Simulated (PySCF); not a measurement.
F₂Mg, charge -1, sextet, geometry from GFN2-xTB of the parent state (such geometries of metal compounds can be far from the true shape) (a state made from the parent by changing its charge; the spin is typed, not shown lowest) (in this run its highest filled SCF level lies above zero, so its values depend strongly on the basis, on diffuse functions most of all); M062X/pcseg-1 (PySCF).

Here is a job for PySCF.
```python
from pyscf import gto, scf, dft

mol = gto.M(
    atom='''
Mg    0.000000    0.000000    0.000000
F     0.000000    0.000000    1.798162
F    -0.000000   -0.000000   -1.798162
''',
    basis='pcseg-1',
    charge=-1,
    spin=5,
    verbose=4,
)

mf = dft.UKS(mol)
mf.xc = 'm062x'
mf.kernel()
```

Task: Write the output that PySCF gives for this input, abridged.

Result: 
```
PySCF version 2.14.0

[INPUT] verbose = 4
[INPUT] num. atoms = 3
[INPUT] num. electrons = 31
[INPUT] charge = -1
[INPUT] spin (= nelec alpha-beta = 2S) = 5
[INPUT] symmetry False subgroup None
[INPUT] Mole.unit = angstrom
[INPUT] Symbol           X                Y                Z      unit          X                Y                Z       unit  Magmom
[INPUT]  1 Mg     0.000000000000   0.000000000000   0.000000000000 AA    0.000000000000   0.000000000000   0.000000000000 Bohr   0.0
[INPUT]  2 F      0.000000000000   0.000000000000   1.798162000000 AA    0.000000000000   0.000000000000   3.398033707600 Bohr   0.0
[INPUT]  3 F      0.000000000000   0.000000000000  -1.798162000000 AA    0.000000000000   0.000000000000  -3.398033707600 Bohr   0.0

nuclear repulsion = 75.4848309557092
number of shells = 8
number of NR pGTOs = 83
number of NR cGTOs = 38
basis = pcseg-1
ecp = {}

******** <class 'pyscf.dft.uks.UKS'> ********
method = UKS
initial guess = minao
damping factor = 0
level_shift factor = 0
DIIS = <class 'pyscf.scf.diis.CDIIS'>
diis_start_cycle = 1
diis_space = 8
diis_damp = 0
SCF conv_tol = 1e-09
SCF conv_tol_grad = None
SCF max_cycles = 50
direct_scf = True
direct_scf_tol = 1e-13
number electrons alpha = 18  beta = 13
XC library pyscf.dft.libxc version 7.1.2
    S. Lehtola, C. Steigemann, M. J. T. Oliveira, and M. A. L. Marques,  SoftwareX 7, 1–5 (2018)
XC functionals = m062x
    Y. Zhao and D. G. Truhlar,  Theor. Chem. Acc. 120, 215 (2008)
    Y. Zhao and D. G. Truhlar,  Theor. Chem. Acc. 120, 215 (2008)
radial grids:
    Treutler-Ahlrichs [JCP 102, 346 (1995); DOI:10.1063/1.469408] (M4) radial grids

becke partition: Becke, JCP 88, 2547 (1988); DOI:10.1063/1.454033
pruning grids: <function nwchem_prune>
grids dens level: 3
symmetrized grids: False
atomic radii adjust function: <function treutler_atomic_radii_adjust>
small_rho_cutoff = 0
Set gradient conv threshold to 3.16228e-05
tot grids = 47104
init E= -399.461576335762

cycle= 1 E= -398.872321397695  delta_E= 0.589  |g|= 0.211  |ddm|= 2.27

cycle= 2 E= -398.898833255795  delta_E= -0.0265  |g|= 0.117  |ddm|=  0.6

cycle= 3 E= -398.904297679491  delta_E= -0.00546  |g|= 0.0338  |ddm|= 0.137

cycle= 4 E= -398.905107108264  delta_E= -0.000809  |g|= 0.00579  |ddm|= 0.103

cycle= 5 E= -398.905158031784  delta_E= -5.09e-05  |g|= 0.00108  |ddm|= 0.0443

cycle= 6 E= -398.905160126499  delta_E= -2.09e-06  |g|= 0.000261  |ddm|= 0.0101

cycle= 7 E= -398.905160316659  delta_E= -1.9e-07  |g|= 7.01e-05  |ddm|= 0.00342

cycle= 8 E= -398.905160323792  delta_E= -7.13e-09  |g|= 7.86e-05  |ddm|= 0.000689

cycle= 9 E= -398.905160310871  delta_E= 1.29e-08  |g|= 0.000192  |ddm|= 0.000175

cycle= 10 E= -398.905160326882  delta_E= -1.6e-08  |g|= 2.76e-06  |ddm|= 0.000158

cycle= 11 E= -398.905160326891  delta_E= -9.44e-12  |g|= 2.88e-07  |ddm|= 2.09e-05

Extra cycle  E= -398.905160326892  delta_E= -1.02e-12  |g|= 4.96e-07  |ddm|= 1.76e-06
converged SCF energy = -398.905160326892  <S^2> = 8.7578052  2S+1 = 6.0026012
```
